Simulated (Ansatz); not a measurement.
Basis-set extrapolation for CH5AlBNS, SMILES `SC[B]1[NH][AlH]1` (PBE0-D4/def2-TZVP geometry, frozen core, Ansatz). Multiplicity 1, RHF reference.

```
                      def2-TZVPP   def2-QZVPP
                 HF  -759.427585  -759.451478
    MP2 correlation    -0.725597    -0.778070
CCSD(T) correlation    -0.807491      not run
```

Energies in hartree. Use E(X) = E(∞) + A·exp(−7.88·√X) for Hartree–Fock and E(X) = E(∞) + B·X^(−2.97) for correlation, with X = 3 and 4, and add CCSD(T) minus MP2 of the smaller set to the MP2 limit.

Q: What is the CCSD(T) energy at the basis-set limit?

A: HF limit: -759.451478 + (-0.023893) × 0.13774 = -759.45477. MP2 limit: -0.778070 + (-0.052473) × 0.74074 = -0.81694. Higher-order term: -0.807491 − (-0.725597) = -0.08189. Total: -760.35360 hartree, 3.23 eV below CCSD(T)/def2-TZVPP.
